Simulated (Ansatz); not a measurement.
The same atomization along the group B, Al, In.

Isolated molecules relaxed with PBE0-D4/def2-TZVP in Ansatz; ΔE leaves out vibrations. CBS: MP2 limit from def2 TZ/QZ plus the TZ coupled-cluster correction, frozen cores. This one scheme is used for every species, atoms too. DFT in def2-TZVPP. No spin–orbit coupling; open shells (•) take unrestricted orbitals. Spin–orbit coupling would lower the free atoms: a little for Al, B, C; strongly for In. Elements past krypton have def2 core potentials. For In outer-core shells are correlated without core-valence functions, so the limit isn't a true one: a few kJ/mol of doubt a bond, and 10 to 20 or more in all where bonds break to atoms. One conformer a species, not always the lowest.

```csv
reaction,CCSD(T)/CBS(def2) (kJ/mol)
`C#CBN` → B• + 2 C• + 4 H• + N•,3354
`C#[C][AlH][NH2]` → Al• + 2 C• + 4 H• + N•,3048
`C#[C][InH][NH2]` → In• + 2 C• + 4 H• + N•,?
```

Task: Fill in the missing values. (Best estimate.)

Result: The calculation gave: `C#[C][InH][NH2]` → In• + 2 C• + 4 H• + N•: +2778.7 kJ/mol.

Largest T1 diagnostic: 0.018, for Al•.

For atomizations the MP2-based limit and the directly extrapolated one differ by several kJ/mol either way, and by 10 to 25 for some Ge, Se and Sn compounds, so smaller differences from it don't rank the levels.
